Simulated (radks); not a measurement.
Results of a calculation; reference values are marked as such.
Question: The mean radii <r> (bohr) of the occupied orbitals of an atom or ion are listed with their occupations. Level of theory: Dirac Kohn-Sham, LDA (Slater exchange, Perdew-Wang correlation), spin-unpolarised, spherical densities, finite nucleus; Fermi nuclear charge, rms radius of each element as measured or else 0.836 A^(1/3) + 0.57 fm (a radial shooting solver on a logarithmic mesh with Libxc functionals).

| orbital | occ. | <r> |
|---|---|---|
| 1s1/2 | 2 | 0.03114 |
| 2s1/2 | 2 | 0.1343 |
| 2p1/2 | 2 | 0.1138 |
| 2p3/2 | 4 | 0.1188 |
| 3s1/2 | 2 | 0.3546 |
| 3p1/2 | 2 | 0.3434 |
| 3p3/2 | 4 | 0.3528 |
| 3d3/2 | 2.8 | 0.3183 |
| 3d5/2 | 4.2 | 0.3212 |

Name the element and its charge. Open shells, if any, are shared by 2j + 1.

Answer: Z = 47, silver, charge +22: Ag22+ in [Ar] 3d7. The 1s radius gives Z: for a bare nucleus <r> = (2 gamma + 1)/(2Z) with gamma = sqrt(1 - (Z/c)^2), 0.03062 bohr for Z = 47, and screening makes it slightly larger (0.03114 here). The occupations add up to 25, and the charge is Z minus that.
